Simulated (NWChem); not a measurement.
System: MgHSeF; SMILES [F][Mg][SeH]

```xyz
4

Mg     0.0138    -1.2282     0.0000
F      0.0154    -2.9859     0.0000
Se     0.0335     1.1888     0.0000
H     -1.4416     1.1927     0.0000
```
Atoms are numbered in this order, from 1.

Program: NWChem. All runs use the structure optimised with PBE0/def2-SVP. Ions are spin-unrestricted doublets at the neutral geometry; other ion states weren't tried.

```
level                   vertical ionisation energy, ΔSCF (eV)  −ε(HOMO) (eV)  ΔSCF minus −ε(HOMO) (eV)
----------------------  -------------------------------------  -------------  ------------------------
B3LYP/def2-SVPD                                          9.56           6.89                      2.67
PBE/def2-SVPD                                            9.44           6.03                      3.41
Hartree-Fock/def2-SVPD                                   8.45           9.56                     -1.11
M06-2X/def2-SVPD                                         9.50           8.21                      1.29
BHandHLYP/def2-SVPD                                       [?]            [?]                       [?]
```

Task: Complete the blanks.

Result: 
- BHandHLYP/def2-SVPD, vertical ionisation energy, ΔSCF (eV): 9.39
- BHandHLYP/def2-SVPD, −ε(HOMO) (eV): 8.06
- BHandHLYP/def2-SVPD, ΔSCF minus −ε(HOMO) (eV): 1.33
